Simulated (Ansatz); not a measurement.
Consider the substitution at a C–O bond: `C[O][GeH]([F])[SH]` + `OC[SeH]` → `COC[SeH]` + `[OH][GeH]([F])[SH]`.

Isolated molecules relaxed with PBE0-D4/def2-TZVP in Ansatz; ΔE leaves out vibrations. CCSD(T)/CBS adds triple-zeta CCSD(T) − MP2 to the extrapolated MP2 energy (def2 sets, frozen cores). DFT in def2-TZVPP. B3LYP here is the variant with VWN-RPA as its local correlation; programs differ in this. For Ge, Se outer-core shells are correlated without core-valence functions, which leaves a few kJ/mol of doubt a bond. Scalar relativity is left out up to krypton. One conformer a species, not always the lowest.

`C[O][GeH]([F])[SH]`:

Cartesian coordinates in Å:
```
C -1.176 0.658 0.867
O -0.617 -0.640 0.796
Ge 0.633 -1.024 -0.370
F -0.057 -0.875 -1.959
S 2.284 0.441 -0.356
H -0.402 1.432 0.908
H -1.829 0.855 0.011
H -1.770 0.710 1.781
H 1.025 -2.477 -0.122
H 1.910 0.918 -1.555
```

`OC[SeH]`:

Z-matrix (Å, degrees):
```
C
Se 1 1.972
O 1 1.389 2 115.1
H 1 1.089 2 105.2 3 -117.8
H 1 1.093 2 106.5 3 126.5
H 2 1.469 1 94.9 3 -93.9
H 3 0.961 1 109.0 2 57.7
```

`COC[SeH]`:

Z-matrix (Å, degrees):
```
C
O 1 1.405
H 1 1.096 2 111.0
H 1 1.089 2 107.1 3 119.2
H 1 1.099 2 111.1 3 -121.6
C 2 1.379 1 114.1 3 64.8
Se 6 1.981 2 115.7 1 -70.8
H 6 1.095 2 112.5 1 52.0
H 6 1.089 2 107.5 1 173.0
H 7 1.468 6 95.9 2 92.0
```

`[OH][GeH]([F])[SH]`:

Cartesian coordinates in Å:
```
O 0.330 1.524 -0.232
Ge 0.060 -0.025 0.553
F -1.316 0.111 1.595
S -0.570 -1.587 -0.868
H -0.361 1.747 -0.862
H 1.297 -0.304 1.402
H 0.559 -1.467 -1.588
```

```csv
level,ΔE (kcal/mol)
PBE0-D4,-4.3
B3LYP-D4,-4.0
B2PLYP,-4.3
PBE,-4.2
PBE0,-4.3
SCS-MP2/def2-TZVPP,-4.6
SCS-MP2/def2-QZVPP,-4.5
CCSD/CBS(def2),-4.2
```

**Question.** What does CCSD(T)/CBS give? (An estimate is asked.)

**Answer.** The calculation gave: -4.4 kcal/mol. The listed levels differ from it by 0.1, 0.4, 0.1, 0.2, 0.1, -0.2, -0.1, 0.2 kcal/mol.

Largest T1 diagnostic among the species: 0.012.
